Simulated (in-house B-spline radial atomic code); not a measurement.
## RPA and G0W0 on wB97X: the bromine ion Br⁵⁺

Configuration [Ar] 3d10 4s2, mean-field start wB97X. Computed with an all-electron radial atomic-structure program (B-spline basis): all electrons, non-relativistic, point nucleus, each spin shell either full or empty, empty states to l = 9 with an (l + 1/2)⁻⁴ tail; G0W0 by contour deformation at full frequency.

Command:
```bash
python run_gw.py task.json out
```
Settings (radii: box in bohr, nucleus in fm):
```
Z                        35
electrons                30
configuration            [Ar] 3d10 4s2
hamiltonian              nr
method                   wb97x
lmax                     9
spin_polarised           False
box_radius               10.43
intervals                50
ion_configuration        [Ar] 3d10 4s1
```

Cost of the run: 5.3 s on 1 thread of Intel(R) Xeon(R) Platinum 8488C, on a shared host.

Energies (hartree):

```json
{"term": "mean-field total", "value": "-2567.81247"}
{"term": "Hartree-Fock functional on these orbitals", "value": "-2566.18471"}
{"term": "direct second order", "value": "-2.5146"}
{"term": "second-order exchange", "value": "0.72821"}
{"term": "SOSEX correction", "value": "0.6745"}
```

Problem. What is the RPA correlation energy, and what remains with SOSEX?

Solution. RPA gives -2.2153 hartree (-2.01 eV per electron); RPA + SOSEX gives -1.5408, and the second-order doubles -1.7864 hartree (no singles). RPA lacks exchange-type terms and so overcorrelates at short range.

Quasi-particle levels (eV):

```tsv
level	occupied	mean field	Σx - vxc	Σc	QP weight	G0W0
4s	yes	-84.11	-0.20	?	?	?
3d	yes	-145.50	-12.53	3.12	0.934	-154.91
4p	no	-61.00	3.28	-1.56	0.971	-59.28
```

G0W0 = mean field + (Σx - vxc) + Σc, with Σc (partial-wave tail included) taken at the quasi-particle energy. Only the outer levels were computed. Levels of low weight are left out.

Problem. Where does G0W0 put 4s?

Solution. At -86.55 eV, with Σc = -2.23 eV and a quasi-particle weight of 0.972. The tabulated removal energy is 87.39 ± 0.025 eV (NIST, measured); the calculation leaves out relativity, Breit and QED terms, and what these don't explain is the method's own error.

Problem. What does it cost to remove one electron (to [Ar] 3d10 4s1) by differences of total energies, each species on its own start (correlation terms add to the Hartree-Fock functional)?

Solution. wB97X 86.11 eV, Hartree-Fock functional 83.97 eV, + RPA 86.26 eV, + RPA + SOSEX 85.74 eV, + second order 86.44 eV. Tabulated: 87.39 ± 0.025 eV (NIST, measured); the calculation leaves out relativity, Breit and QED terms, and what these don't explain is the method's own error.
